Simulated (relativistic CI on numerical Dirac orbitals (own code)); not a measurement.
# Electric-dipole lines of Cu5+

Computed by Dirac-Coulomb-Breit CI, separate exchange-only KLI orbitals for each configuration, model QED (radiative potential, 1s self-energy scaled to tabulated hydrogen-like ionisation energies), valence Slater integrals scaled by 0.85, P86 correlation energy added to each configuration (own radial code, finite nucleus).

CI space (outside the closed core [Ne]): 3s²3p⁶3d⁶, 3s²3p⁶3d⁵4s, 3s²3p⁵3d⁷, 3s²3p⁶3d⁵4p, 3s²3p⁶3d⁵4d, 3s²3p⁴3d⁸, 3s²3p⁶3d⁵5s, 3s²3p⁶3d⁵5p, 3s3p⁶3d⁷, 3s²3p⁶3d⁵4f, 3s²3p⁶3d⁴4s², 3s²3p⁶3d⁵5d, 3s²3p⁶3d⁵6s, 3s²3p⁶3d⁵6p, 3s²3p⁶3d⁵5f, 3s²3p⁶3d⁵5g, 3s²3p⁶3d⁴4s4p, 3s²3p⁶3d⁵6d, 3s²3p⁶3d⁴4p², 3s²3p⁶3d⁴4s4d, 3s²3p⁵3d⁶4s, 3p⁶3d⁸, 3s²3p⁶3d⁴4p4d, 3s²3p⁵3d⁶4p. Levels of other configurations are missing.

| λ vac (Å) | Lower | Upper | A (s⁻¹) | gf | Branching (%) |
| --- | --- | --- | --- | --- | --- |
| 245.44 | 3s²3p⁶3d⁶ ⁵D4 [1] | 3s²3p⁶3d⁵4p ⁵D°4 [153] | 7.71e+09 | 6.27e-01 | 69.3 |
| 249.29 | 3s²3p⁶3d⁶ ⁵D4 [1] | 3s²3p⁶3d⁵4p ⁵P°3 [134] | 8.39e+09 | 5.47e-01 | 64.2 |
| 252.86 | 3s²3p⁶3d⁶ ⁵D4 [1] | 3s²3p⁶3d⁵4p ⁵F°5 [114] | 7.24e+09 | 7.63e-01 | 80.1 |
| 252.97 | 3s²3p⁶3d⁶ ⁵D3 [2] | 3s²3p⁶3d⁵4p ⁵F°4 [116] | 6.09e+09 | 5.25e-01 | 62.3 |
| 254.69 | 3s²3p⁶3d⁶ ¹I6 [22] | 3s²3p⁶3d⁵4p ¹H°5 [256] | 1.83e+10 | 1.96e+00 | 74.5 |
| 257.88 | 3s²3p⁶3d⁶ ³H6 [8] | 3s²3p⁶3d⁵4p ³H°6 [181] | 8.06e+09 | 1.04e+00 | 66.7 |
| 264.21 | 3s²3p⁶3d⁶ ¹I6 [22] | 3s²3p⁶3d⁵4p ¹I°6 [192] | 1.23e+10 | 1.68e+00 | 85.2 |
| 276.60 | 3s²3p⁶3d⁶ ⁵D4 [1] | 3s²3p⁶3d⁵4p ⁵P°3 [96] | 8.14e+09 | 6.54e-01 | 67.4 |
| 750.60 | 3s²3p⁶3d⁵4p ⁷P°4 [93] | 3s²3p⁶3d⁵4d ⁷D5 [307] | 7.36e+09 | 6.84e+00 | 100.0 |
| 753.25 | 3s²3p⁶3d⁵4p ⁵H°6 [117] | 3s²3p⁶3d⁵4d ⁵I7 [353] | 6.81e+09 | 8.70e+00 | 91.1 |
| 756.05 | 3s²3p⁶3d⁵4p ⁵H°7 [120] | 3s²3p⁶3d⁵4d ⁵I8 [352] | 7.40e+09 | 1.08e+01 | 100.0 |
| 756.39 | 3s²3p⁶3d⁵4p ⁵P°3 [96] | 3s²3p⁶3d⁵4d ⁵D4 [312] | 6.95e+09 | 5.36e+00 | 95.9 |
| 762.32 | 3s²3p⁶3d⁵4p ³H°6 [135] | 3s²3p⁶3d⁵4d ³I7 [358] | 6.74e+09 | 8.81e+00 | 92.7 |
| 1058.0 | 3s²3p⁶3d⁵4s ⁷S3 [35] | 3s²3p⁶3d⁵4p ⁷P°4 [93] | 1.69e+09 | 2.56e+00 | 99.8 |
| 1059.1 | 3s²3p⁶3d⁵4s ⁵G6 [37] | 3s²3p⁶3d⁵4p ⁵H°7 [120] | 1.71e+09 | 4.31e+00 | 99.9 |
| 1065.7 | 3s²3p⁶3d⁵4s ⁵G5 [38] | 3s²3p⁶3d⁵4p ⁵H°6 [117] | 1.61e+09 | 3.57e+00 | 90.1 |
| 1070.8 | 3s²3p⁶3d⁵4s ³I7 [61] | 3s²3p⁶3d⁵4p ³K°8 [179] | 1.68e+09 | 4.92e+00 | 100.0 |
| 1103.8 | 3s²3p⁶3d⁵4s ¹I6 [62] | 3s²3p⁶3d⁵4p ¹K°7 [187] | 1.41e+09 | 3.85e+00 | 38.8 |
| 1108.8 | 3s²3p⁶3d⁵4s ⁵G6 [37] | 3s²3p⁶3d⁵4p ⁵G°6 [111] | 1.41e+09 | 3.38e+00 | 91.0 |
| 1120.9 | 3s²3p⁶3d⁵4s ³G5 [45] | 3s²3p⁶3d⁵4p ³H°6 [135] | 1.37e+09 | 3.34e+00 | 24.9 |

Terms are leading LS components. Brackets give the number of a level in order of energy, since labels repeat. The list gives strong lines, with weight on those to low levels, without lines whose two gauges differ by over a factor of 2.5, among the lowest 400 of 7852 levels, so that lines to higher ones, which can be the strongest, are missing. Levels whose partners in the same complex of configurations lie outside the list can be far off, and so can their lines. Rates are taken at the computed energies, electric ones in the length gauge.

At this charge configurations can still be misplaced by up to about 7 % of their energy. 62 of the 63 excited levels that our extract of the measured tables holds in this range could be paired (the sources list more); they are missed by 3904 cm⁻¹ on average and 8985 at most, and levels without a partner can miss by more.
